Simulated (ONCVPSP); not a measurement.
# An all-electron radial function and its pseudo partner (ruthenium (Ru))

Columns: radius, all-electron u(r) and pseudo u(r) of the 4p shell (level -46.38 eV) of ruthenium in the configuration [Ar] 3d10 4s2 4p6 4d7 5s1; PBEsol, scalar-relativistic, ONCV scheme, ONCVPSP 4.0.1.

```tsv
r (bohr)	all-electron	pseudo
0.113	0.2470	0.0362
0.225	-0.4320	0.1381
0.338	-0.5298	0.2921
0.450	-0.1618	0.4725
0.563	0.3102	0.6563
0.675	0.6909	0.8159
0.788	0.9358	0.9364
0.900	1.0508	1.0059
1.013	1.0695	1.0240
1.125	1.0247	0.9952
1.238	0.9426	0.9290
1.350	0.8441	0.8397
1.463	0.7401	0.7392
1.575	0.6403	0.6401
1.688	0.5470	0.5469
1.800	0.4641	0.4640
1.913	0.3906	0.3905
2.025	0.3275	0.3274
2.138	0.2731	0.2730
2.250	0.2273	0.2272
2.363	0.1883	0.1883
2.475	0.1560	0.1559
2.588	0.1287	0.1287
2.700	0.1062	0.1062
2.813	0.0874	0.0874
2.925	0.0719	0.0719
```

Q: How many radial nodes do the two functions have?

A: The all-electron 4p function has n − l − 1 = 2; the pseudo-wave has 0, since the states of the same l below it are removed with the core.

Q: At about which radius was the pseudo-wave matched?

A: 1.80 bohr. The columns agree to 0.0005 from 1.57 bohr on; several derivatives are matched, so the curves merge somewhat inside the radius.

Q: Is the pseudo-wave norm-conserving?

A: Yes: the ONCV scheme keeps the norm inside the radius equal to the all-electron one, which fixes the energy derivative of the logarithmic derivative at the level.
